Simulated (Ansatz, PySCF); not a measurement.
Isomers of CH2N2. Gas-phase values, no solvent. Strings in code marks are SMILES.

Quantity: electronic energy of isomers of CH2N2 relative to `N#CN`, in eV.

Level 1: frozen-core MP2/cc-pVQZ // PBE-D3(BJ)/def2-TZVP (Ansatz, an electronic-structure program)
Level 2: B3LYP/3-21G // PBE-D3(BJ)/def2-TZVP (PySCF)
Level 3: frozen-core MP2/6-31G* // PBE-D3(BJ)/def2-TZVP (PySCF)
Level 4: HF/3-21G // PBE-D3(BJ)/def2-TZVP (PySCF)

```json
[
 {"species": "`N=C=N`", "level 2": "0.310", "level 3": "0.315", "level 4": "0.74"}
]
```

Task: What does level 1 give for each?

Result: 
- `N=C=N`: 0.183
